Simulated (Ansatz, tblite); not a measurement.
Cost and result up the ladder for `C=CCCCCCCCC` (30 atoms). Total charge 0; singlet. Geometry: PBE-D4/def2-SVP.

```xyz
30

C     3.8198    2.9095    2.3605
C     2.7119    2.8040    1.6058
C     2.6899    2.3888    0.1602
C     1.9936    1.0376   -0.1024
C     0.4965    1.0102    0.2192
C    -0.1722   -0.3304   -0.0992
C    -1.6740   -0.3558    0.2057
C    -2.3599   -1.7074   -0.0347
C    -2.3864   -2.1692   -1.4969
C    -3.1426   -3.4824   -1.7015
H     3.7736    3.2030    3.4215
H     4.8200    2.7006    1.9418
H     1.7325    3.0190    2.0727
H     3.7319    2.3436   -0.2218
H     2.1686    3.1737   -0.4356
H     2.1365    0.7709   -1.1728
H     2.5127    0.2461    0.4826
H     0.3343    1.2484    1.2940
H    -0.0161    1.8205   -0.3484
H     0.0027   -0.5751   -1.1704
H     0.3322   -1.1388    0.4782
H    -1.8269   -0.0572    1.2665
H    -2.1836    0.4272   -0.4014
H    -1.8617   -2.4875    0.5858
H    -3.4064   -1.6525    0.3395
H    -1.3468   -2.2808   -1.8752
H    -2.8472   -1.3697   -2.1201
H    -2.6861   -4.3062   -1.1132
H    -3.1463   -3.7956   -2.7653
H    -4.2003   -3.3944   -1.3750
```

Ansatz on 4 threads of Arm Neoverse V1 on a shared host; xTB runs through tblite on one thread. Times are rough, summed over both states, and most runs start from the orbitals of an earlier one. PBE0-D4/def2-TZVP serves as the yardstick here, not as an exact answer. The other state is a triplet.

The xTB rows come from tblite.

xTB has no spin-polarisation term.

```csv
level,functions,wall time,vertical triplet (eV),difference from PBE0-D4/def2-TZVP (eV)
GFN2-xTB,60,0.025 s,5.17,1.03
GFN1-xTB,80,0.035 s,5.12,0.99
PBE-D4/def2-TZVP,430,26 s,4.30,0.17
PBE0-D4/def2-TZVP (with forces),430,72 s,4.14,0.00
```
